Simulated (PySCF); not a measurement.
Species: C6H13S (doublet state).
Structure used (GFN2-xTB), in Å, numbered top down from 1:
```
atom  x, y, z in Å
C1     3.2645    0.5151   -0.1338
S2     2.3202    0.4149    1.4138
C3     0.6269    0.5780    0.7649
C4     0.1200   -0.6887    0.0475
C5    -1.2865   -0.5189   -0.3841
C6    -1.5842    0.2261   -1.6346
C7    -2.3873   -0.7654    0.5819
H8     2.9641    1.4042   -0.6810
H9     4.3103    0.5864    0.1454
H10    3.1040   -0.3778   -0.7311
H11    0.0100    0.7864    1.6376
H12    0.6076    1.4394    0.0972
H13    0.2152   -1.5263    0.7422
H14    0.7623   -0.8769   -0.8167
H15   -0.7727    0.1255   -2.3534
H16   -1.7280    1.2980   -1.4452
H17   -2.5047   -0.1373   -2.0921
H18   -3.2923   -1.0846    0.0644
H19   -2.6469    0.1416    1.1434
H20   -2.1075   -1.5289    1.3053
```

The hyperfine couplings belong to this conformer and change with its torsions.

The species is `CSCC[C](C)C` [radical].

Method: UKS B3LYP, pcH-1 on C H S, non-relativistic, mean-field spin-orbit, GIAO (PySCF 2.14.0). Geometry: GFN2-xTB, one conformer, isolated molecule. The geometry wasn't refined by DFT: couplings that depend on bond lengths, twists or pyramidal angles can differ widely from those at the functional's own minimum. The SCF solution wasn't tested for stability.

(1) Match the computed a_iso(1H) values +67.2, +30.6, -4.0, +1.0 MHz (means over equivalent nuclei) with the sites H8/H9/H10; H11/H12; H13/H14; H15 (×6).

## Answers

(1) 
```csv
site,a_iso (MHz),ρ(0) (bohr⁻³),position,distance from C5 (Å),bound to,spin population there,largest |T| (MHz)
H8/H9/H10,+1.0,+0.0002,5 bonds from C5,4.94,C1,0.00,1.3
H11/H12,-4.0,-0.0009,"γ, 3 bonds from C5",2.75,C3,+0.04,6.4
H13/H14,+30.6,+0.0068,"β, 2 bonds from C5",2.13,C4,-0.07,9.2
H15 (×6),+67.2,+0.0150,"β, 2 bonds from C5",2.14,C6/C7,-0.08,8.6
```

ρ(0) is the spin density at the nucleus and T the dipolar tensor; a_iso includes a spin–orbit part; entries for several nuclei are means. The largest Mulliken spin populations are on C5 (+0.96), C7 (-0.08), C6 (-0.08) and C4 (-0.07). No atom but C5 exceeds +0.15. The angles at C5 add up to 358.1°, so it is nearly planar.

β density exceeds α density at some nuclei, such as C6/C7 (-0.0281) and C4 (-0.0266), spin density in bohr⁻³. In a single determinant that takes different orbitals for the two spins, that is spin polarisation.

Class means assume fast exchange of nuclei equivalent by connectivity; if that motion is slow, each nucleus keeps its own coupling. The six 1H nuclei of mean +67.2 MHz run from 18.6 to 133.5 MHz in the frozen geometry.
